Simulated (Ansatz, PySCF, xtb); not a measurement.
Breaking a bond: NC (cation, charge +1), lowest triplet found (which spin is the ground state isn't settled by this scan).

Methods: UKS-B3LYP/6-31G* = unrestricted B3LYP/6-31G*, spherical d run with PySCF; UKS-LDA (SVWN5)/6-31G* = unrestricted LDA (SVWN5)/6-31G*, spherical d in PySCF; GFN1-xTB (xtb); FCI = full CI/cc-pVDZ, frozen core (Ansatz, an electronic-structure program).

Energies relative to the lowest point of each curve between 1.15 and 1.54 Å, where full CI is lowest, in kcal/mol; the last columns give the difference from FCI:

| R / Å | UKS-B3LYP/6-31G* | UKS-LDA (SVWN5)/6-31G* | GFN1-xTB | FCI | UKS-B3LYP/6-31G* − FCI | UKS-LDA (SVWN5)/6-31G* − FCI | GFN1-xTB − FCI |
|---|---|---|---|---|---|---|---|
| 1.15 | 9.0 | 10.4 | 0.1 | 14.1 | -5.1 | -3.6 | -14.0 |
| 1.23 | 0.0 | 0.0 | 0.0 | 1.1 | -1.1 | -1.1 | -1.1 |
| 1.28 | 1.1 | 0.4 | 5.8 | 0.0 | 1.1 | 0.4 | 5.8 |
| 1.35 | 8.1 | 6.7 | 18.3 | 4.0 | 4.1 | 2.8 | 14.4 |
| 1.40 | 15.4 | 13.9 | 29.2 | 9.4 | 6.0 | 4.5 | 19.8 |
| 1.45 | 21.4 | 22.3 | 41.0 | 16.0 | 5.4 | 6.2 | 24.9 |
| 1.48 | 24.4 | 27.7 | 48.2 | 20.3 | 4.0 | 7.4 | 27.9 |
| 1.54 | 30.1 | 38.3 | 61.6 | 29.3 | 0.8 | 9.0 | 32.3 |

UKS-B3LYP/6-31G* is furthest from FCI at 1.40 (6.0 kcal/mol, above); its mean absolute difference over the points is 3.5 kcal/mol.

UKS-LDA (SVWN5)/6-31G* is furthest from FCI at 1.54 (9.0 kcal/mol, above); its mean absolute difference over the points is 4.4 kcal/mol.

GFN1-xTB is furthest from FCI at 1.54 (32.3 kcal/mol, above); its mean absolute difference over the points is 17.5 kcal/mol.

The scan ran from 1.06 to 5.02 Å; beyond the distances shown full CI changes its symmetry label.
